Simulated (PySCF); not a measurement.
A side-by-side comparison of computed properties.

First species: C6H12O2Si.
SMILES: `CC(=O)O[C@H]1CC[SiH2]C1`

Second species: C4H12GeOSi.
SMILES: `C=[C](C)[Ge@@H]([CH3])[O][SiH3]`

Levels: CAM-B3LYP/def2-SVPD for HOMO energy, LUMO energy, HOMO–LUMO gap and static isotropic polarisability; TDDFT CAM-B3LYP/def2-SVPD for lowest singlet excitation; TDA CAM-B3LYP/def2-SVPD for lowest triplet excitation (Tamm–Dancoff); ΔSCF CAM-B3LYP/def2-SVPD for vertical ionisation energy. Geometries: PBE0-D3(BJ)/def2-SVP. Each species is one conformer at its optimised geometry, gas phase, non-relativistic unless stated; the electronic structure was computed with PySCF and density fitting.

Dipoles, sizes and rotational constants follow the conformer. The torsions of the flexible species, by atom-mapped SMILES:
- `[CH2:1]=[C:2]([CH3:3])[Ge@@H:4]([CH3:5])[O:6][SiH3:7]`: C1–C2–Ge4–C5 0°, C2–Ge4–O6–Si7 -48°

The conformers of `CC(=O)O[C@H]1CC[SiH2]C1` aren't listed.

```csv
property,column X,column Y
HOMO energy,-9.37 eV,-9.05 eV
LUMO energy,1.10 eV,0.59 eV
HOMO–LUMO gap,10.47 eV,9.64 eV
lowest singlet excitation,5.93 eV,6.36 eV
lowest triplet excitation (Tamm–Dancoff),5.42 eV,4.22 eV
static isotropic polarisability,102.2 au,107.1 au
vertical ionisation energy,10.08 eV,9.72 eV
```

Which column belongs to which species?

Column X is the first species and column Y the second. The first has 21 atoms and 78 electrons, the second 19 and 90.

How does each property change from the first species to the second?

HOMO energy +0.32 eV; LUMO energy -0.51 eV; HOMO–LUMO gap -0.83 eV; lowest singlet excitation +0.43 eV; lowest triplet excitation (Tamm–Dancoff) -1.20 eV; static isotropic polarisability +4.9 au; vertical ionisation energy -0.36 eV.

On the first: No computed singlet falls in the visible range (750 to 380 nm, 1.65 to 3.26 eV); S1 lies 2.67 eV above its blue end. S1 lies 4.54 eV below the HOMO–LUMO gap.

On the second: The ΔSCF ionisation energy exceeds −ε(HOMO) by 0.67 eV with CAM-B3LYP. The vertical singlet–triplet gap S1 − T1 is 2.14 eV (TDDFT singlet less Tamm–Dancoff triplet; S1: HOMO−1→LUMO, weight 0.73; T1: HOMO→LUMO, weight 0.72). Relativistic effects, spin–orbit coupling among them, are left out although an element past zinc is present.
